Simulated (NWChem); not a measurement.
System: GaClF2; SMILES [F][Ga]([F])[Cl]

Input file for NWChem:

```
start job
memory heap 200 mb stack 900 mb global 1100 mb
geometry units angstroms noautoz
  Ga     0.000000     0.000000     0.323050
  F      0.000000    -1.477962     1.225422
  F      0.000000     1.477962     1.225422
  Cl     0.000000     0.000000    -1.783008
end
basis spherical
  * library def2-tzvp
end
dft
  xc xpbe96 cpbe96
  iterations 150
  mulliken
end
task dft energy
```

Structure relaxed at the PBE0/def2-SVP level.

Question: Give the results of this calculation. (PBE/def2-TZVP.) Quantities: energy (Ha); highest occupied level (eV); orbital gap (eV); dipole (D).

Answer: 
```
Property                       Result
---------------------------  --------
energy (Ha)                  -2584.32
highest occupied level (eV)     -8.56
orbital gap (eV)                 5.37
dipole (D)                       0.89
```
